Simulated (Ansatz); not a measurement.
One change: `C=C(C)CC` becomes `C=C(C)[SiH2][SiH3]`.

Ansatz, PBE0-D4/def2-TZVP geometries, multiplicity 1. Each molecule was computed in one conformer, which needn't be the lowest.

| property | `C=C(C)CC` |
| --- | --- |
| HOMO–LUMO gap (B3LYP/def2-TZVPP) / eV | 7.09 |
| zero-point energy (PBE0-D4/def2-TZVP) / kJ/mol | 358.8 |
| LUMO energy (PBE/def2-TZVPP) / eV | -0.51 |
| HOMO energy (PBE0/def2-TZVPP) / eV | -7.03 |
| HOMO–LUMO gap (PBE/def2-TZVPP) / eV | 5.42 |
| size of the dipole moment (ωB97M-V/def2-TZVPP) / D | 0.56 |

Task: What does the change do to each property? (Estimate.)

Result: The calculation gave: 
| property | `C=C(C)[SiH2][SiH3]` | shift |
| --- | --- | --- |
| HOMO–LUMO gap (B3LYP/def2-TZVPP) / eV | 6.61 | -0.48 |
| zero-point energy (PBE0-D4/def2-TZVP) / kJ/mol | 294.0 | -64.8 |
| LUMO energy (PBE/def2-TZVPP) / eV | -1.36 | -0.85 |
| HOMO energy (PBE0/def2-TZVPP) / eV | -7.41 | -0.38 |
| HOMO–LUMO gap (PBE/def2-TZVPP) / eV | 4.99 | -0.43 |
| size of the dipole moment (ωB97M-V/def2-TZVPP) / D | 0.84 | 0.28 |

With PBE0 the HOMO falls by 0.38 eV and the LUMO falls by 0.92 eV, so the gap narrows by about 0.54 eV. PBE moves the HOMO by -0.42 eV and ωB97M-V by -0.24 eV. Dipoles are sizes alone; their direction can turn.

B3LYP here is the variant with VWN-RPA as its local correlation; programs differ in this.
